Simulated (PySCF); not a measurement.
SMILES O=S1(=O)C[CH]CC1 (C₄H₇O₂S), doublet, B3LYP/def2-SVP optimised geometry. Atoms within 1.6 Å of the plane z = 0.0 Å (x, y, z in Å): S2 (-0.05, -1.00, 0.77), O3 (-0.19, -2.35, 0.22), C4 (-1.43, 0.10, 0.23), C5 (-0.76, 1.42, 0.00), C6 (0.75, 1.42, 0.00), C7 (1.22, -0.03, -0.12), H8 (-1.86, -0.36, -0.68), H9 (-2.18, 0.10, 1.03), H10 (-1.33, 2.35, 0.00), H11 (1.13, 1.86, 0.94), H12 (1.15, 2.04, -0.81), H13 (1.22, -0.40, -1.16), H14 (2.18, -0.25, 0.35).

Calculation: unrestricted B3LYP/def2-TZVP in PySCF. Cells within 0.4 Å of a nucleus heavier than hydrogen are left out (blank, or x).

Map of the HOMO−1 amplitude (α) (bohr^(-3/2)) on the plane z = 0.0 Å; orbital energy -8.02 eV, overall sign arbitrary:

```
|55555555555555555555555555555|
|55555555555555555555555555555|
|55555555555555555555555555555|
|55555555555555555555555555555|
|55555555555555555555555555555|
|55555555566655555555555555555|
|55555555566665554445555555555|
|55555555567665544445555555555|
|55555555566766544445555555555|
|55555555555xx654xx55555555555|
|55555554444xx555xx66555555555|
|55555544433345556766665555555|
|55555444323455555677665555555|
|555554432xx6655445x7766555555|
|555554444xx876532xx7666555555|
|555555555788764310x4565555555|
|55555555567776432124555555555|
|55555555566666433334555555555|
|55555555555555544445555555555|
|55555555555445665555555555555|
|55555555544324787655555555555|
|5555555554420xx97665555555555|
|5555555554431xx97665555555555|
|55555555544434776655555555555|
|55555555554445566555555555555|
|55555555555555555555555555555|
|55555555555555555555555555555|
|55555555555555555555555555555|
|55555555555555555555555555555|
```
Scale: ten equal steps from -0.200 (start of '0') to 0.168 (end of '9'), in the order '0123456789'; x runs from -4.50 to 4.50, y from -4.50 (bottom) to 4.50 (top).
